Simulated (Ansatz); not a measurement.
Reactions of AlH5OS2Si, SMILES `[SiH3][O][Al]([SH])[SH]`.

Calculated with Ansatz (gas phase, PBE0-D4/def2-TZVP geometries, no zero-point term in ΔE). CBS: MP2 limit from def2 TZ/QZ plus the TZ coupled-cluster correction, frozen cores. This one scheme is used for every species, atoms too. Functionals use def2-TZVPP. B3LYP here is the variant with VWN-RPA as its local correlation; programs differ in this. Open shells (•) are unrestricted, without spin–orbit coupling. Spin–orbit coupling would lower the free atoms: a little for Al, O, S, Si. Each species was taken in one conformer, which may not be the lowest.

```tsv
reaction	CCSD(T)/CBS(def2) (kJ/mol)
`[SiH3][O][Al]([SH])[SH]` → Al• + 5 H• + O• + 2 S• + Si•	3344
`[SiH3][O][Al]([SH])[SH]` + `N[SiH](N)S` → `[SH][Al]([SH])[SH]` + `N[SiH](N)O[SiH3]`	?
`[SiH3][O][Al]([SH])[SH]` + H₂ → `[SH][AlH][SH]` + `O[SiH3]`	139
`[SiH3][O][Al]([SH])[SH]` + `O[SiH](F)[SiH3]` → `[OH][Al]([SH])[SH]` + `F[SiH]([SiH3])O[SiH3]`	7
```

Q: Fill in the missing values. (Best estimate.)

A: Ansatz gave: `[SiH3][O][Al]([SH])[SH]` + `N[SiH](N)S` → `[SH][Al]([SH])[SH]` + `N[SiH](N)O[SiH3]`: -18.7 kJ/mol.

Largest T1 diagnostic: 0.018, for Al•.
